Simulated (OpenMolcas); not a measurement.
# OpenMolcas run: Rh4+

Rh4+ among 4 point charges of -1.5 e arranged as a square (D4h), 2.14 Å from the ion. With inversion symmetry the input lists one of each pair of outer charges.

Input:

```
&GATEWAY
Coord
1

Rh 0.0 0.0 0.0
Basis=ANO-RCC-VDZP
Group=XYZ
NoMove
AngMom=0.0 0.0 0.0
AMFI
XField
2 Angstrom 0
2.140000 0.000000 0.000000 -1.500000
0.000000 2.140000 0.000000 -1.500000
&SEWARD
&RASSCF
FileOrb=start.orb
Symmetry=1
Spin=6
nActEl=5 0 0
Inactive=9 9
Ras2=5 0
CIRoot=1 1 1
SDav=1
CIMx=300
Iter=120 100
PrWF=0.3
OrbListing=Nothing
MaxOrb=0
>>> COPY $Project.JobIph JOB001
&RASSCF
FileOrb=start.orb
Symmetry=1
Spin=4
nActEl=5 0 0
Inactive=9 9
Ras2=5 0
CIRoot=24 24 1
SDav=24
CIMx=300
Iter=120 100
PrWF=0.3
OrbListing=Nothing
MaxOrb=0
>>> COPY $Project.JobIph JOB002
&RASSCF
FileOrb=start.orb
Symmetry=1
Spin=2
nActEl=5 0 0
Inactive=9 9
Ras2=5 0
CIRoot=75 75 1
SDav=75
CIMx=300
Iter=120 100
PrWF=0.3
OrbListing=Nothing
MaxOrb=0
>>> COPY $Project.JobIph JOB003
&RASSI
NrOfJobIphs=3 1 24 75
1
1 2 3 4 5 6 7 8 9 10 11 12 13 14 15 16 17 18 19 20 21 22 23 24
1 2 3 4 5 6 7 8 9 10 11 12 13 14 15 16 17 18 19 20 21 22 23 24 25 26 27
28 29 30 31 32 33 34 35 36 37 38 39 40 41 42 43 44 45 46 47 48 49 50 51
52 53 54 55 56 57 58 59 60 61 62 63 64 65 66 67 68 69 70 71 72 73 74 75
IphNames
JOB001
JOB002
JOB003
EJob
SpinOrbit
DIPRint=1.0
SOCoupling=1000.0
Subsets=2
Property=9
'ANGMOM' 1 'ANGMOM' 2 'ANGMOM' 3 'MLTPL  1' 1 'MLTPL  1' 2 'MLTPL  1' 3
'AMFI' 1 'AMFI' 2 'AMFI' 3
SOProperty=3
'ANGMOM' 1 'ANGMOM' 2 'ANGMOM' 3
```

Launched by
```bash
OMP_NUM_THREADS=1 MOLCAS_MEM=1689 MOLCAS_PROJECT=a pymolcas a.inp > a.log  # once for each step of the input, in one work folder
```

A driver script runs the steps one by one and writes start.orb anew before each from the orbitals found so far.

Output, cut to the results:

```
--- SEWARD ---
Basis set label: RH.ANO-RCC...6S5P3D1F.

      Electronic valence basis set:
      ------------------
      Associated Effective Charge  45.000000 au
      Associated Actual Charge     45.000000 au
      Nuclear Model: Point charge

      Shell  nPrim  nBasis  Cartesian Spherical Contaminant
         s      21       6        X
         p      18       5        X
         d      13       3                 X
         f       6       1                 X
                  Relativistic Douglas-Kroll-Hess integrals:
                    - DKH order of Hamiltonian: 2
                    - DKH order of Properties : 0
                  Atomic mean-field integrals
--- RASSCF ---
Wave function specifications:
      -----------------------------

      Number of closed shell electrons          36
      Number of electrons in active shells       5
      Max number of holes in RAS1 space          0
      Max nr of electrons in RAS3 space          0
      Number of inactive orbitals               18
      Number of active orbitals                  5
      Number of secondary orbitals              20
      Spin quantum number                      2.5
      State symmetry                             1
Orbital specifications:
      -----------------------

      Symmetry species                           1   2
                                                ag  au
      Frozen orbitals                            0   0
      Inactive orbitals                          9   9
      Active orbitals                            5   0
      RAS1 orbitals                              0   0
      RAS2 orbitals                              5   0
      RAS3 orbitals                              0   0
      Secondary orbitals                         7  13
      Deleted orbitals                           0   0
      Number of basis functions                 21  22
      Number of CSFs                             1
      Number of root(s) required                 1
      Iter CI   SX   CI       RASSCF       Energy    max ROT     max BLB   max BLB  Level Ln srch  Step   QN
          iter iter root      energy       change     param      element    value   shift minimum  type update
 Nr of preliminary CI iterations:   1
      Total energies have been shifted. Add                -4000.00 au
        1   1    7    1  -782.36754990    0.00E+00   2.30E-01*  14  21 1  5.05E-01*  0.00   0.00    SX    NO
        2   1    7    1  -782.88912652   -5.22E-01* -3.30E-02    9  15 2  1.73E-01*  0.00   0.00    SX    NO
        3   1    6    1  -782.90241933   -1.33E-02*  1.10E-02   10  17 1  1.61E-02*  0.00   0.00    SX    NO
        4   1    6    1  -782.90309263   -6.73E-04*  3.61E-03    9  15 2  1.07E-02*  0.00   0.00    SX    NO
        5   1    6    1  -782.90318113   -8.85E-05*  1.07E-03    8  14 2 -3.41E-03*  0.00   0.72    QN   YES
        6   1    4    1  -782.90319685   -1.57E-05*  1.75E-05    9  15 2  5.89E-05   0.00   1.01    QN   YES
        7   1    3    1  -782.90319686   -4.17E-09   2.26E-06    9  15 2  1.15E-05   0.00   1.10    QN   YES
      Convergence after  7 iterations
        8   1    3    1  -782.90319686   -6.00E-11   2.26E-06   12  16 1 -6.80E-07   0.00   1.10    QN   YES
      Natural orbitals and occupation numbers for root  1
      sym 1:   1.000000   1.000000   1.000000   1.000000   1.000000
::    RASSCF root number  1 Total energy:  -4782.90319686
--- RASSCF ---
Wave function specifications:
      -----------------------------

      Number of closed shell electrons          36
      Number of electrons in active shells       5
      Max number of holes in RAS1 space          0
      Max nr of electrons in RAS3 space          0
      Number of inactive orbitals               18
      Number of active orbitals                  5
      Number of secondary orbitals              20
      Spin quantum number                      1.5
      State symmetry                             1
Orbital specifications:
      -----------------------

      Symmetry species                           1   2
                                                ag  au
      Frozen orbitals                            0   0
      Inactive orbitals                          9   9
      Active orbitals                            5   0
      RAS1 orbitals                              0   0
      RAS2 orbitals                              5   0
      RAS3 orbitals                              0   0
      Secondary orbitals                         7  13
...
--- RASSI ---
SPIN-FREE ENERGIES:
  (Shifted by EMIN (a.u.) =      -4782.9031968565)

 SF State       Relative EMIN(au)   Rel lowest level(eV)    D:o, cm**(-1)      L_eff

     1             0.0000000000        0.0000000000              0.0000         0.0
     2             0.1193394461        3.2473917609          26191.9809         3.6
     3             0.1193394461        3.2473917609          26191.9809         3.6
     4             0.1194973394        3.2516882570          26226.6345         3.6
     5             0.1284431270        3.4951155383          28190.0079         3.8
     6             0.1312382421        3.5711744958          28803.4648         3.6
     7             0.1322823100        3.5995850303          29032.6112         3.5
     8             0.1322823100        3.5995850303          29032.6112         3.5
     9             0.1375330880        3.7424659789          30185.0238         4.0
    10             0.1386590776        3.7731057161          30432.1499         4.0
    11             0.1409262274        3.8347980047          30929.7318         2.8
    12             0.1409262274        3.8347980047          30929.7318         2.8
    13             0.1568748181        4.2687812672          34430.0429         2.6
    14             0.1600729664        4.3558073174          35131.9553         2.4
    15             0.1688222971        4.5938887328          37052.2114         1.9
    16             0.1694361487        4.6105924871          37186.9363         2.0
    26             0.1828980927        4.9769106452          40141.4915         5.7
    18             0.1831152397        4.9828195162          40189.1497         1.8
    17             0.1831152397        4.9828195162          40189.1497         1.8
    27             0.1834778936        4.9926878297          40268.7431         5.7
    28             0.1834778936        4.9926878297          40268.7431         5.7
...
```

Spin-orbit levels above the lowest (labels of D4, the rotations of D4h):

```
E (cm-1)  Degeneracy  Label  2S+1               g
     0.0           2   E1/2     6  2.00 5.99 5.99
     5.9           2   E3/2     6  0.12 0.12 5.99
    17.1           2   E3/2     6  0.12 0.12 9.99
   25097           2   E3/2     4  1.03 5.33 5.33
   25103           2   E1/2     4  1.73 1.73 2.93
   25635           2   E1/2     4  1.63 1.63 6.22
   26051           2   E3/2     4  1.57 2.50 2.50
   26524           2   E1/2     4  0.34 0.34 4.98
   26730           2   E3/2     4  0.11 0.11 0.96
   28055           2   E3/2     4  3.28 4.46 4.46
   28343           2   E1/2     4  2.58 2.58 4.23
   28371           2   E1/2     4  2.72 2.72 6.79
   28558           2   E3/2     4  0.15 0.15 4.31
   28912           2   E1/2     4  0.97 0.97 2.66
   29055           2   E1/2     4  0.53 3.09 3.09
   29337           2   E3/2     4  0.78 0.78 2.91
   29810           2   E3/2     4  0.46 0.46 7.29
   30093           2   E1/2     4  1.89 3.88 3.88
   30250           2   E3/2     4  0.35 0.35 5.87
   30263           2   E1/2     4  2.45 2.45 3.70
```

Without dynamic correlation the repulsion within the d shell is too large (B by tens of per cent), so at a given field states of lower spin stand too high. Point charges give a weaker field than real ligands, and real ions of this kind are as a rule low spin; the high spin found here belongs to the model. This is an electrostatic model: the charges have no orbitals. No measured value stands beside these numbers.
